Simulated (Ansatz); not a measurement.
Born–Oppenheimer molecular dynamics of Cl₃FH₄HfSi (10 atoms, charge 0, multiplicity 1). It starts at the highest image of a converged band, a first-order saddle point between two minima.

Theory: RKS PBE-D4/def2-SVP (Ansatz).

```json
{
  "ensemble": "NVE (velocity Verlet)",
  "time step": "0.5 fs",
  "steps asked": "200",
  "starting velocities drawn for": "300 K",
  "seed": "11027"
}
```

First frame:

```xyz
10
Properties=species:S:1:pos:R:3
Hf -0.284 -0.166 -0.216
F -0.128 -1.014 1.840
Cl 1.655 1.100 0.162
Cl -1.396 1.074 -1.865
Cl -0.058 -2.287 -1.182
Si -2.737 0.369 1.240
H -3.790 -0.238 0.355
H -3.023 -0.119 2.649
H -2.859 1.867 1.269
H -1.111 -0.587 1.862
```

**Question.** How far do the bonds stretch over the last three quarters of this one trajectory? (Pairs bonded in most of those frames.)

**Answer.** 
```json
{"bond": "Hf1–F2", "mean (Å)": "1.942", "spread (Å)": "0.131", "shortest": "1.76", "longest": "2.13"}
{"bond": "Hf1–Cl3", "mean (Å)": "2.350", "spread (Å)": "0.023", "shortest": "2.32", "longest": "2.38"}
{"bond": "Hf1–Cl4", "mean (Å)": "2.402", "spread (Å)": "0.031", "shortest": "2.34", "longest": "2.44"}
{"bond": "Hf1–Cl5", "mean (Å)": "2.353", "spread (Å)": "0.021", "shortest": "2.32", "longest": "2.38"}
{"bond": "Si6–H7", "mean (Å)": "1.515", "spread (Å)": "0.025", "shortest": "1.47", "longest": "1.56"}
{"bond": "Si6–H8", "mean (Å)": "1.504", "spread (Å)": "0.031", "shortest": "1.45", "longest": "1.55"}
{"bond": "Si6–H9", "mean (Å)": "1.508", "spread (Å)": "0.034", "shortest": "1.45", "longest": "1.56"}
{"bond": "Si6–H10", "mean (Å)": "1.521", "spread (Å)": "0.083", "shortest": "1.39", "longest": "1.65"}
```

Pairs bonded in part of these frames only: Hf1–Si6 38 %, Hf1–H10 30 %.

Mean temperature of the second half: 1454 K. The conserved energy stayed within 0.14 meV per atom of its start (net change -0.058 meV per atom), so the integration is sound. The kinetic energy rose, since the run started high on the potential surface and went downhill. It ends in pieces (Cl3FHf + H4Si), so much of that is their flight and rotation, not heat. A run of 0.1 ps of so small a system gives no equilibrium averages. The orbitals stay closed-shell, which can raise the energy where a bond breaks towards radicals; this wasn't checked here.

The run took 3.9 min on 4 threads of Intel(R) Xeon(R) 6975P-C (Granite Rapids) (shared host), peak memory 0.24 GiB.
